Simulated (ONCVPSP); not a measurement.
Before and after: ONCV potential for Mn (Z = 25)

| Quantity | Value |
| --- | --- |
| Element | manganese (Mn) |
| Generator | ONCVPSP 4.0.1 |
| Type | optimised norm-conserving Vanderbilt (ONCV) |
| Functional | Wu-Cohen |
| Relativity | scalar-relativistic |
| Frozen core | [Ne] |
| Valence charge | 15 |
| Reference configuration | 3s2 3p6 3d5 4s1.5 4p0.5 |
| Partial waves | 3s+4s: rc 1.60 bohr, ncon 4, nbas 9, qcut 8.4 1/bohr, 2 projectors; 3p+4p: rc 1.30 bohr, ncon 4, nbas 8, qcut 12.5 1/bohr, 3 projectors, debl 0.8 Ha; 3d: rc 2.00 bohr, ncon 3, nbas 8, qcut 8.5 1/bohr, 2 projectors, debl 0.4 Ha |
| Local potential | polynomial inside 1.25 bohr (lpopt 5, dvloc0 6 Ha) |
| Core correction | Teter function, fcfact 3.75, rcfact 1.2 |

Change: s: rc 1.36.

Cutoffs: the cutoffs (Ha) at which the residual kinetic energy of the hardest occupied pseudo-wave falls to 1 and 0.1 mHa per electron; they do not see the model core or the augmentation charge, which bear on the density cutoff. Errors are all-electron minus pseudo energies relative to the spin-unpolarised reference configuration.

Problem. How do hardness, ghosts and transferability respond?

Solution. The potential gets neither clearly harder nor softer (31 Ha and 38 Ha → 31 Ha and 38 Ha); the p channel sets the loose cutoff, while the largest relative change is in s, which becomes harder; of the 4 tests that both files solve, the error grows in 0 and shrinks in 1 by more than 15 % and 0.3 meV (median size 5.6 → 6.1 meV); neither file shows a bound ghost.

| quantity | base | changed |
| --- | --- | --- |
| cutoff, loose | 31 Ha | 31 Ha |
| cutoff, tight | 38 Ha | 38 Ha |
| loose cutoff by channel | s 18 Ha, p 31 Ha, d 26 Ha | s 25 Ha, p 31 Ha, d 26 Ha |
| bound ghosts | none | none |
| GHOST(+) flags under 300 eV | none | none |
| error for 3s2 3p6 3d5 4s2 4p0, meV [ΔE -1.93 eV] | +0.4 | +0.4 |
| error for 3s2 3p6 3d5 4s1 4p0, meV [ΔE 6.52 eV] | +1.0 | +1.1 |
| error for 3s2 3p6 3d5 4s0 4p0, meV [ΔE 22.00 eV] | +10 | +11 |
| error for 3s1 3p6 3d5 4s2 4p0, meV [ΔE 91.38 eV] | -659 | -533 |
| p: phases at 1.32 bohr within 0.05 rad from the reference energy up to (Ha; the scan ends near 5) | to the end of the scan | to the end of the scan |
| d: phases at 2.03 bohr within 0.05 rad from the reference energy up to (Ha; the scan ends near 5) | 4.9 | 4.9 |
| rms error of d²Exc/dni dnj with the model core, mHa | 1.23 | 1.04 |
